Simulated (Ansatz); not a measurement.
Cost and result for the atomization energy of `[OH][SnH2][O][SiH3]` (10 atoms, 9 bonds).

```xyz
10

O     2.1354    0.5898   -0.7053
Sn    1.2980   -0.6754    0.5293
O    -0.5554   -0.0880    0.7401
Si   -1.7892    0.2685   -0.2663
H     2.1931    1.4852   -0.3640
H     1.9543   -0.5567    2.0923
H     1.3283   -2.1623   -0.2841
H    -1.7458    1.6963   -0.6864
H    -3.0736    0.0190    0.4394
H    -1.7451   -0.5764   -1.4951
```

The species carries charge 0 and has multiplicity 1. Correlated methods include outer-core shells of Sn, which these sets cover unevenly. Sn takes the def2 core potential. All single points use the PBE0-D4/def2-TZVP geometry. It is one conformer, not always the lowest. Program: Ansatz. All runs use 4 threads of a server CPU on a shared host. Times are those of one run each, without the atoms' runs, and a repeat can differ threefold. Electronic energies, without spin–orbit coupling; frozen cores. CCSD(T)/CBS adds CCSD(T) − MP2 in def2-TZVPP to the MP2 limit, and its time is that of the two runs behind it. T1 = 0.014. With those shells the extrapolation isn't a true limit. B3LYP takes the VWN-RPA correlation (the form of Gaussian; ORCA's B3LYP/G). HSE06 is the plane-wave form, built on full-range PBE exchange.

CCSD(T)/CBS is a level of theory with its own doubt, some kJ/mol a heavy atom from the limit and from the frozen cores, so smaller differences don't rank the functionals.

| level | functions | wall time |
| --- | --- | --- |
| BLYP-D4/def2-TZVPP | 238 | 2.3 s |
| PBE-D4/def2-TZVPP (with forces) | 238 | 2.5 s |
| BHLYP-D4/def2-TZVPP | 238 | 3.3 s |
| HSE06-D4/def2-TZVPP | 238 | 3.5 s |
| CAM-B3LYP-D4/def2-TZVPP | 238 | 3.6 s |
| B3LYP-D4/def2-TZVPP (with forces) | 238 | 4.7 s |
| r2SCANh-D4/def2-TZVPP | 238 | 5 s |
| PBE-QIDH/def2-TZVPP | 238 | 6 s |
| CCSD(T)/def2-SVP | 102 | 6 s |
| B97M-V/def2-TZVPP | 238 | 9.5 s |
| MP2/def2-QZVPP | 446 | 19 s |
| CCSD(T)/def2-TZVPP | 238 | 3.2 min |
| CCSD(T)/CBS(def2) | – | 3.5 min |

Problem. What atomization energy does each give, and how far from CCSD(T)/CBS? (An estimate is asked.)

Solution. Computed: 
```json
{"level": "BLYP-D4/def2-TZVPP", "atomization (kJ/mol)": "3075.7", "difference from CCSD(T)/CBS": "-64.1", "per bond": "-7.1"}
{"level": "PBE-D4/def2-TZVPP (with forces)", "atomization (kJ/mol)": "3085.2", "difference from CCSD(T)/CBS": "-54.6", "per bond": "-6.1"}
{"level": "BHLYP-D4/def2-TZVPP", "atomization (kJ/mol)": "2995.5", "difference from CCSD(T)/CBS": "-144.3", "per bond": "-16.0"}
{"level": "HSE06-D4/def2-TZVPP", "atomization (kJ/mol)": "3029.7", "difference from CCSD(T)/CBS": "-110.1", "per bond": "-12.2"}
{"level": "CAM-B3LYP-D4/def2-TZVPP", "atomization (kJ/mol)": "3111.8", "difference from CCSD(T)/CBS": "-28.0", "per bond": "-3.1"}
{"level": "B3LYP-D4/def2-TZVPP (with forces)", "atomization (kJ/mol)": "3080.1", "difference from CCSD(T)/CBS": "-59.7", "per bond": "-6.6"}
{"level": "r2SCANh-D4/def2-TZVPP", "atomization (kJ/mol)": "3064.5", "difference from CCSD(T)/CBS": "-75.3", "per bond": "-8.4"}
{"level": "PBE-QIDH/def2-TZVPP", "atomization (kJ/mol)": "3033.8", "difference from CCSD(T)/CBS": "-106.0", "per bond": "-11.8"}
{"level": "CCSD(T)/def2-SVP", "atomization (kJ/mol)": "2845.7", "difference from CCSD(T)/CBS": "-294.1", "per bond": "-32.7"}
{"level": "B97M-V/def2-TZVPP", "atomization (kJ/mol)": "3129.1", "difference from CCSD(T)/CBS": "-10.7", "per bond": "-1.2"}
{"level": "MP2/def2-QZVPP", "atomization (kJ/mol)": "3118.6", "difference from CCSD(T)/CBS": "-21.2", "per bond": "-2.4"}
{"level": "CCSD(T)/def2-TZVPP", "atomization (kJ/mol)": "3036.5", "difference from CCSD(T)/CBS": "-103.3", "per bond": "-11.5"}
{"level": "CCSD(T)/CBS(def2)", "atomization (kJ/mol)": "3139.8", "difference from CCSD(T)/CBS": "0.0", "per bond": "0.0"}
```

In def2-TZVPP, CCSD(T) changes the Hartree–Fock value by +857.6 kJ/mol (the triples alone add +45.2 kJ/mol) and MP2 by +876.3 kJ/mol; breaking electron pairs costs correlation energy, which Hartree–Fock lacks. From BLYP to BHLYP (50 % exact exchange), in def2-TZVPP and without D4, the atomization energy moves by −64.8 kJ/mol: exact exchange takes away binding that semilocal exchange gives to molecules. The D4 term adds +32.6 kJ/mol with B3LYP and +17.2 kJ/mol with PBE0; it sums over pairs of atoms, weighted by their polarisabilities, and B3LYP, whose exchange is more repulsive, gets the larger term.

Spin–orbit coupling would lower the free Sn atoms strongly, and the atomization energy with them, by more than many differences here. For some Ge, Se and Sn compounds the MP2-based and the directly extrapolated limit differ by 10 to 25 kJ/mol.
